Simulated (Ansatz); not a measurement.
Relaxation of Al2H6O2 (10 atoms, charge 0, multiplicity 1), to a largest force component of 0.03 eV/Å in at most 50 steps.

Computed with RKS B3LYP-D4/def2-SVP in Ansatz.

```xyz
10
Properties=species:S:1:pos:R:3
Al 0.058 0.672 -0.228
O -0.294 -1.013 2.183
H -1.246 -1.033 2.364
H 1.313 0.078 -0.979
H -1.437 0.551 -0.725
O 0.356 1.694 1.171
Al 0.926 2.970 2.148
H 1.050 2.678 3.699
H 1.286 4.363 1.493
H -0.036 -0.088 2.419
```

**Question.** Where does it end, and by what steps?

**Answer.** It converged. After 12 steps the energy has fallen by 0.636 eV; H3 moved furthest, 0.65 Å. Joined: Al1–O2 (2.96 → 2.03 Å).

```csv
step,energy less start (eV),largest force component (eV/Å),accepted
0,0.0000,1.005,yes
1,-0.1551,1.161,yes
2,-0.3772,1.149,yes
3,-0.5407,1.287,yes
4,-0.5997,0.670,yes
5,-0.6212,0.253,yes
6,-0.6259,0.254,yes
7,-0.6330,0.062,yes
8,-0.6344,0.226,yes
9,-0.6358,0.054,yes
10,-0.6358,0.063,yes
11,-0.6356,0.086,no
12,-0.6363,0.016,yes
```

```xyz
10
Properties=species:S:1:pos:R:3
Al 0.006 0.504 0.187
O -0.285 -0.875 1.643
H -1.195 -1.196 1.738
H 1.196 -0.053 -0.701
H -1.483 0.586 -0.383
O 0.428 1.664 1.427
Al 0.978 3.089 2.168
H 1.120 3.073 3.749
H 1.314 4.376 1.309
H -0.103 -0.294 2.407
```

Time of the run: 27 s on 2 threads of Arm Neoverse V1, with other jobs on the host, peak memory 0.19 GiB.
